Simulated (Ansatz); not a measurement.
Geometry optimisation, RKS PBE0-D4/cc-pVDZ (Ansatz).

Input:

```yaml
crystal:
  periodic: [false, false, false]
  atoms:
    - { symbol: C, position_ang: [0.5233, 0.8919, 0.8258] }
    - { symbol: C, position_ang: [-0.0772, -0.249, 0.5239] }
    - { symbol: B, position_ang: [-0.4208, -0.6961, -0.9617] }
    - { symbol: Cl, position_ang: [-1.0724, -2.3416, -1.2434] }
    - { symbol: Cl, position_ang: [-0.0166, 0.3781, -2.417] }
    - { symbol: H, position_ang: [0.672, 1.2168, 1.8466] }
    - { symbol: H, position_ang: [0.7598, 1.6541, 0.0431] }
    - { symbol: H, position_ang: [-0.2759, -0.9114, 1.327] }
basis:
  gaussian: { orbitals: cc-pVDZ }
hamiltonian:
  xc: pbe0
  dispersion: d4
relax:
  f_tol: 0.015
  max_steps: 40
```

Launched with:

```bash
$ ansatz run input.yaml --threads 2 --pin off --max-ram 3072MiB --backend cpu --events-out ev --progress --plain --runs-dir out
```

Question: Where does it end, and by what steps?

Answer: It converged. After 7 steps the energy has fallen by 0.232 eV; Cl5 moved furthest, 0.10 Å.

```json
{"step": "0", "energy less start (eV)": "0.0000", "largest force component (eV/Å)": "2.244", "accepted": "yes"}
{"step": "1", "energy less start (eV)": "0.0462", "largest force component (eV/Å)": "1.696", "accepted": "no"}
{"step": "2", "energy less start (eV)": "-0.1776", "largest force component (eV/Å)": "1.013", "accepted": "yes"}
{"step": "3", "energy less start (eV)": "-0.2265", "largest force component (eV/Å)": "0.165", "accepted": "yes"}
{"step": "4", "energy less start (eV)": "-0.2302", "largest force component (eV/Å)": "0.080", "accepted": "yes"}
{"step": "5", "energy less start (eV)": "-0.2313", "largest force component (eV/Å)": "0.097", "accepted": "yes"}
{"step": "6", "energy less start (eV)": "-0.2317", "largest force component (eV/Å)": "0.019", "accepted": "yes"}
{"step": "7", "energy less start (eV)": "-0.2317", "largest force component (eV/Å)": "0.002", "accepted": "yes"}
```

```xyz
8
Properties=species:S:1:pos:R:3
C 0.486 0.928 0.805
C -0.059 -0.260 0.499
B -0.367 -0.699 -0.945
Cl -1.081 -2.278 -1.253
Cl -0.026 0.334 -2.332
H 0.697 1.222 1.837
H 0.740 1.651 0.023
H -0.298 -0.956 1.311
```

Run time: 24 s on 2 threads of Arm Neoverse V1 (shared host), peak memory 0.2 GiB.
